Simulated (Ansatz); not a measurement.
Process, species as SMILES: OB(Br)Br [dibromoborinic acid] → [O]B(Br)Br + H atom (the H-O bond at the site shown breaks; other sites are not compared here)
Each molecule is optimised on its own at B3LYP-D3(BJ)/def2-TZVP (Ansatz, a quantum-chemistry and plane-wave program), one conformer each, not searched for the lowest. Frequencies are from Ansatz.

Wanted: bond dissociation energy (0 K, with B3LYP-D3(BJ) harmonic zero-point energies), in kcal/mol. Correlated levels leave the core frozen unless marked. Open shells are spin-unrestricted. Spin-orbit coupling is left out. Frozen are the shells of the preceding noble gas and the d and f shells that filled before the atom's block. No relativistic terms. CBS marks a two-point X^-3 extrapolation of the correlation energy; Hartree-Fock from the larger set (for Q and 5 zeta extrapolated as (X+1)exp(-9√X)).

CCSD(T)/CBS(cc-pVQZ,cc-pV5Z) (Ansatz) gives 111.8 kcal/mol.

Q: Another calculation gave 113.5 kcal/mol. Which level was it?
A. LC-wPBE/def2-TZVPD (Ansatz)
B. SVWN5/def2-TZVPD (Ansatz)
C. PBE0/def2-TZVPD (Ansatz)
D. BLYP/def2-TZVPD (Ansatz)

A: B, SVWN5/def2-TZVPD (Ansatz). The others give 97.2 (BLYP), 107.8 (LC-wPBE), 104.3 (PBE0) kcal/mol.
